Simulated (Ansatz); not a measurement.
`[SnH3][CH]1C[SiH2]1`, charge 0, multiplicity 1.

(1) Give a relaxed structure at PBE0-D4/def2-TZVP (the Gaussian-basis code of Ansatz). (Estimate.)

Results:

(1) Ansatz gave: 
Z-matrix (Å, degrees):
```
Sn
C 1 2.122
H 1 1.708 2 110.3
H 1 1.712 2 110.8 3 -121.3
H 1 1.710 2 107.7 3 119.8
C 2 1.549 1 119.3 3 -163.0
Si 2 1.846 1 122.0 3 -85.5
H 2 1.087 1 112.4 3 58.8
H 6 1.086 2 117.2 1 2.6
H 6 1.086 2 116.1 1 -134.0
H 7 1.478 2 119.3 1 144.8
H 7 1.478 2 119.3 1 -4.6
```
This is one stationary point; other conformers may exist.
